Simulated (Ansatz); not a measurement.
```yaml
crystal:
  periodic: [false, false, false]
  atoms:
    - {symbol: N, position_ang: [-1.270214, 1.324857, -0.467377]}
    - {symbol: Zr, position_ang: [0.344277, 0.262620, 0.122528]}
    - {symbol: N, position_ang: [-0.243212, -0.925479, 1.647723]}
    - {symbol: N, position_ang: [0.862843, -0.944095, -1.413009]}
    - {symbol: I, position_ang: [2.439950, 1.921681, 0.869777]}
    - {symbol: H, position_ang: [-1.651458, 2.104204, 0.054550]}
    - {symbol: H, position_ang: [-1.764457, 1.245323, -1.344804]}
    - {symbol: H, position_ang: [-1.175952, -1.016267, 2.024863]}
    - {symbol: H, position_ang: [0.396568, -1.459928, 2.222341]}
    - {symbol: H, position_ang: [1.325934, -0.618094, -2.252300]}
    - {symbol: H, position_ang: [0.801020, -1.951924, -1.443589]}
basis:
  gaussian: {orbitals: def2-TZVPP}
hamiltonian: {xc: {name: BHLYP}, dispersion: d4}
kpoints: {mp_grid: {grid: [2, 2, 2]}}
output: {forces: true}
```

```sh
$ ansatz run in.yaml --threads 2 --pin off --events-out ev --progress --plain --max-ram 32768MiB --backend cpu
```

**Question.** How does Ansatz answer? (An estimate is asked.)

**Answer.** The calculation gave: The input was rejected before any iteration.
```
Error: invalid value for `basis.gaussian`: such a run doesn't read kpoints; remove what it names
```
